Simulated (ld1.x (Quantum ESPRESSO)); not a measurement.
platinum (Pt) TM: all-electron and pseudo phase curves

```
Element                 : Pt
Generator               : ld1.x (Quantum ESPRESSO) 7.5
Type                    : norm-conserving Troullier–Martins (Kleinman–Bylander form)
Functional              : LDA (PZ)
Relativity              : non-relativistic
Frozen core             : [Kr] 4d10 4f14
Valence charge          : 18
Reference configuration : 5s2 5p6 5d9 6s0.5 6p0 (charge +0.5)
Partial waves           : 5s (bound): rc 1.30 bohr; 5p (bound): rc 1.50 bohr; 5d (bound): rc 2.30 bohr
Local potential         : the d channel
Core correction         : none
```

Occupied shells without a wave of their own: 6s. They enter only through the test configuration that unscreens the potential.

The phase is arctan(r·u′/u) with u = r·R(r), unwrapped; energies in Ry, scanned from -8 to 5 Ry. A pole is an energy at which the radial function vanishes at the test radius. The pseudo phase is shifted by a multiple of π to meet the all-electron one at the reference energy, and phase errors are pseudo minus all-electron; the curves can meet again beyond the range given. Levels narrower than the energy grid can be missing from the lists of poles.

**Question.** For each channel, where are the poles, and over which energies does the pseudopotential scatter like the atom?

**Answer.**

| channel | radius (bohr) | reference energy (Ry) | poles, all-electron | poles, pseudo | unbroken range about the reference energy with phases within 0.05 rad | phase error 1 Ry above the reference energy (rad) |
| --- | --- | --- | --- | --- | --- | --- |
| s | 2.49 | -6.17 | -6.13, 2.76 | -6.13, 2.67 | the whole range | +0.001 |
| p | 2.49 | -4.04 | -3.96, 4.09 | -3.96, 3.90 | the whole range | +0.001 |
| d | 2.49 | -0.82 | -0.35 | -0.35 | below 2.1 | +0.003 |

Phases in the p channel:

```tsv
E (Ry)	all-electron	pseudo
-8.00	1.417	1.417
-7.76	1.414	1.414
-7.52	1.411	1.411
-7.28	1.407	1.408
-7.04	1.404	1.404
-6.80	1.400	1.400
-6.56	1.395	1.396
-6.32	1.391	1.391
-6.08	1.385	1.386
-5.84	1.379	1.380
-5.60	1.372	1.373
-5.36	1.364	1.364
-5.12	1.353	1.353
-4.88	1.338	1.338
-4.64	1.313	1.314
-4.40	1.255	1.256
-4.16	0.763	0.765
-3.92	-1.614	-1.614
-3.68	-1.716	-1.716
-3.44	-1.752	-1.751
-3.20	-1.774	-1.773
-2.96	-1.792	-1.791
-2.72	-1.809	-1.808
-2.48	-1.826	-1.825
-2.24	-1.844	-1.843
-2.00	-1.865	-1.863
-1.76	-1.888	-1.886
-1.52	-1.915	-1.913
-1.28	-1.949	-1.945
-1.04	-1.990	-1.986
-0.80	-2.043	-2.039
-0.56	-2.115	-2.109
-0.32	-2.214	-2.207
-0.08	-2.360	-2.351
0.16	-2.583	-2.572
0.40	-2.919	-2.909
0.64	-3.348	-3.345
0.88	-3.747	-3.752
1.12	-4.030	-4.039
1.36	-4.215	-4.225
1.60	-4.338	-4.349
1.84	-4.424	-4.434
2.08	-4.487	-4.497
2.32	-4.535	-4.545
2.56	-4.573	-4.583
2.80	-4.604	-4.615
3.04	-4.630	-4.641
3.28	-4.653	-4.664
3.52	-4.673	-4.684
3.76	-4.690	-4.702
4.00	-4.707	-4.719
4.24	-4.721	-4.735
4.48	-4.736	-4.750
4.72	-4.749	-4.766
4.96	-4.763	-4.781
```
